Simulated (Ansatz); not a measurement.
Computed with Ansatz.

C₂H₆Ga+ (`[CH3][Ga+][CH3]`). Total charge 1; spin multiplicity 1. Geometry: relaxed with PBE0-D4/def2-TZVP.

```xyz
9

C    -1.316    1.094   -0.840
Ga    0.000    0.000    0.000
C     1.316   -1.094    0.840
H    -1.017    2.142   -0.768
H    -2.278    0.953   -0.341
H    -1.405    0.811   -1.892
H     2.097   -0.459    1.267
H     0.848   -1.680    1.634
H     1.756   -1.766    0.100
```

(1) Give the Mulliken charges with ωB97M-V, PBE, B3LYP in def2-TZVPP. (Estimate.)

Answers

(1) The calculation gave: 
| atom | ωB97M-V | PBE | B3LYP |
| --- | --- | --- | --- |
| C1 | -0.32 | -0.27 | -0.29 |
| Ga2 | 0.71 | 0.64 | 0.70 |
| C3 | -0.32 | -0.27 | -0.29 |
| H4 | 0.16 | 0.15 | 0.15 |
| H5 | 0.16 | 0.15 | 0.15 |
| H6 | 0.16 | 0.15 | 0.15 |
| H7 | 0.16 | 0.15 | 0.15 |
| H8 | 0.16 | 0.15 | 0.15 |
| H9 | 0.16 | 0.15 | 0.15 |

B3LYP here is the variant with VWN-RPA as its local correlation; programs differ in this.
